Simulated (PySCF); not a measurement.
One change to the structure, seen by NMR

Starting compound: SMILES C1(F)=C(F)C1(C#N)F, C4F3N.

$^{13}$C{$^{1}$H} NMR (computed): δ 118.9 (C, m), 116.1 (C, dt, J = 61.5, 2.5 Hz), 75.3 (C, dt, J = 333.0, 14.4 Hz).

Calculated, not measured (PySCF 2.14.0 with density-fitted response routines): GFN2-xTB geometry, GIAO PBE0/pcSseg-1 shieldings, J couplings at B3LYP/pcJ-1. Isolated molecule, relativity neglected, equivalent nuclei averaged, single conformer.

Referencing at the same level of theory: $^{1}$H (σref 31.72) and $^{13}$C (σref 186.93) vs TMS. Multiplet labels drop J under 1 Hz and among equivalent protons, and merge close values. Unscaled 3J(H,H) run several per cent high. One-bond C–F couplings are unscaled and too large by tens of Hz. Shifts are as computed. Against solution values, carbons near 30 ppm lie about +3 ppm off and those near 130 ppm about +5 ppm. Of 1211 compounds with measured shifts, 218 miss one by over three times the rms of a fit or turn the order of signals round; such compounds aren't used in these exercises.

**Question.** What are the spectra after this edit: terminal F group replaced by H, giving `N#CC1C(F)=C1F`?

**Answer.** $^{1}$H NMR (400 MHz, computed): δ 3.49 (t, J = 1.0 Hz, 1H). $^{13}$C{$^{1}$H} NMR (computed): δ 122.5 (C, t, J = 4.1 Hz), 107.9 (C, m), 33.7 (CH, t, J = 19.6 Hz).

**Question.** What are the spectra after this edit: O inserted into a C-C bond, giving `N#C[C@@]1(F)OC(F)=C1F`?

**Answer.** $^{13}$C{$^{1}$H} NMR (computed): δ 155.9 (C, ddd, J = 436.2, 20.7, 1.9 Hz), 125.7 (C, ddd, J = 416.1, 23.8, 1.9 Hz), 115.5 (C, dd, J = 45.8, 3.2 Hz), 100.4 (C, ddd, J = 337.7, 20.1, 17.8 Hz).
